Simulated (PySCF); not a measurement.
Species: C₆H₃F₃OS.
Numbering: `[F:1][C:2]([F:3])([F:4])[c:5]1[cH:6][c:7](=[S:8])[cH:9][cH:10][o:11]1`

Geometry (GFN2-xTB, Å), atoms numbered from 1 in this order:
```xyz
14
C6H3F3OS angstrom
F     -2.4363    1.1040   -1.3409
C     -1.8302   -0.0856   -1.2437
F     -1.5804   -0.4983   -2.4924
F     -2.7142   -0.9357   -0.7177
C     -0.5654   -0.0047   -0.4158
C     -0.3603   -0.7080    0.7124
C      0.8785   -0.5648    1.4344
S      1.1901   -1.3959    2.8179
C      1.8079    0.3613    0.8414
C      1.4957    1.0118   -0.2917
O      0.3281    0.8582   -0.9481
H     -1.1119   -1.3827    1.0893
H      2.7567    0.5219    1.3246
H      2.1408    1.7181   -0.7918
```

Probes without a nucleus sit at each ring's centroid and 1 Å off its mean plane on both sides; NICS is minus the shielding there, NICSzz its component along the normal. Level: GIAO PBE0/pcSseg-1 (PySCF, non-relativistic, gas phase) on the GFN2-xTB geometry, one conformer.

Ring bond lengths (Å), with Mayer bond orders in brackets: C5–C6 1.345 (1.56), C6–C7 1.441 (1.08), C7–C9 1.440 (1.11), C9–C10 1.343 (1.68), C10–O11 1.348 (1.03), O11–C5 1.351 (1.03).

Q: Give the NICS values of each ring in ppm.

A: 
```tsv
ring	type	NICS(0)	NICS(1), two faces	NICS(1)zz, two faces	rms pucker (Å)	centre to ring atoms, mean (Å)
C5–C6–C7–C9–C10–O11	6-membered ring with O; bonds drawn aromatic by RDKit's count	1.9	-2.9 / -2.8	-3.6 / -3.6	0.00	1.38
```

Q: What can be read from them?

A: 
- C5–C6–C7–C9–C10–O11: mean NICS(1)zz -3.6 ppm, shielded. That is too small in size for a clear verdict by the NICS criterion.

Q: What does the geometric index give? HOMA = 1 − mean of α(R − Ropt)² over the ring bonds, with Krygowski's 1993 parameters (CC: Ropt 1.388 Å, α 257.7 Å⁻²; CO: Ropt 1.265 Å, α 157.38 Å⁻²).

A: 
- C5–C6–C7–C9–C10–O11: HOMA 0.22; the largest term is that of O11–C5, α(R − Ropt)² = 1.17. The geometric and the magnetic index point the same way.

Q: What is the mean of the two in-plane components of NICS at the second NICS(1) probe listed for ring C5–C6–C7–C9–C10–O11, 1 Å off the ring?

A: The isotropic value is a third of the trace: (3 × -2.8 − (-3.6))/2 = -2.4 ppm.

Q: Give the inner angles of the rings and the Hirshfeld charges of the ring atoms.

A: 
- C5–C6–C7–C9–C10–O11: C5 124.3° (+0.059 e), C6 120.0° (-0.055 e), C7 114.4° (+0.008 e), C9 120.6° (-0.059 e), C10 123.8° (+0.064 e), O11 117.0° (-0.049 e); sum 720.0° against 720° for a flat convex ring.

Hardware: one thread of an x86-64 server, shared host. Cost: 29 s. This is the whole shielding run at PBE0/pcSseg-1, SCF included.
